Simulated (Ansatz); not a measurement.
Reaction (redistribution): `N[C@H]1O[Si@@H]1[SiH3]` + `CB(O)O` → `OB(O)[SiH3]` + `C[Si@H]1O[C@@H]1N`

Program: Ansatz. Geometries: PBE0-D4/def2-TZVP. ΔE: electronic, gas phase. CCSD(T)/CBS is the MP2 limit (def2-TZVPP, def2-QZVPP) plus CCSD(T) − MP2 in def2-TZVPP, frozen cores. This one scheme is used for every species. DFT in def2-TZVPP. B3LYP here is the variant with VWN-RPA as its local correlation; programs differ in this. One conformer a species, not always the lowest.

`N[C@H]1O[Si@@H]1[SiH3]`:

Z-matrix (Å, degrees):
```
C
O 1 1.498
Si 1 1.821 2 59.4
N 1 1.401 2 117.8 3 117.0
H 1 1.088 2 109.3 3 -113.7
Si 3 2.333 1 124.1 2 -100.4
H 3 1.489 1 117.6 2 101.2
H 4 1.013 1 112.4 2 68.2
H 4 1.010 1 113.6 2 -56.4
H 6 1.485 3 109.3 1 13.5
H 6 1.487 3 110.4 1 133.9
H 6 1.488 3 109.3 1 -106.4
```

`CB(O)O`:

Z-matrix (Å, degrees):
```
C
B 1 1.566
H 1 1.091 2 111.9
H 1 1.096 2 109.3 3 118.3
H 1 1.091 2 112.0 3 -123.3
O 2 1.370 1 118.5 3 -29.5
O 2 1.370 1 118.5 3 151.5
H 6 0.960 2 115.6 1 -178.2
H 7 0.960 2 115.6 1 178.2
```

`OB(O)[SiH3]`:

Z-matrix (Å, degrees):
```
Si
B 1 2.033
H 1 1.490 2 110.5
H 1 1.490 2 110.3 3 118.7
H 1 1.487 2 111.8 3 -120.8
O 2 1.364 1 117.3 3 -56.7
O 2 1.363 1 118.6 3 123.5
H 6 0.963 2 116.0 1 -179.8
H 7 0.963 2 115.8 1 179.8
```

`C[Si@H]1O[C@@H]1N`:

Cartesian coordinates in Å:
```
C -0.554 -1.819 -1.033
Si -0.372 -0.498 0.253
O 1.133 -0.133 0.832
C 0.560 1.043 0.054
N 0.354 2.239 0.752
H -1.535 -1.759 -1.510
H -0.466 -2.808 -0.575
H 0.218 -1.724 -1.798
H -1.462 -0.544 1.261
H 1.170 1.193 -0.835
H 1.220 2.667 1.056
H -0.267 2.144 1.543
```

```tsv
level	ΔE (kJ/mol)
BLYP-D4	20.8
B97M-V	26.8
ωB97X-V	20.2
B2PLYP	20.4
PBE0	25.2
B3LYP	21.2
HF/def2-TZVPP	20.9
HF/def2-QZVPP	20.6
```

(1) What does CCSD(T)/CBS give? (An estimate is asked.)

Largest T1 diagnostic among the species: 0.015.

Results:

(1) Computed: +21.7 kJ/mol. The listed levels differ from it by -0.9, 5.1, -1.5, -1.3, 3.5, -0.5, -0.8, -1.1 kJ/mol.

At CCSD(T), def2-SVP lies +5.6 kJ/mol from the extrapolated value and def2-TZVPP −0.3 kJ/mol. Leaving LDA and LC-ωPBE aside and taking each functional with its dispersion term where it has one, the values, not all of them listed here, spread over 8.4 kJ/mol, from ωB97M-V to B97M-V.
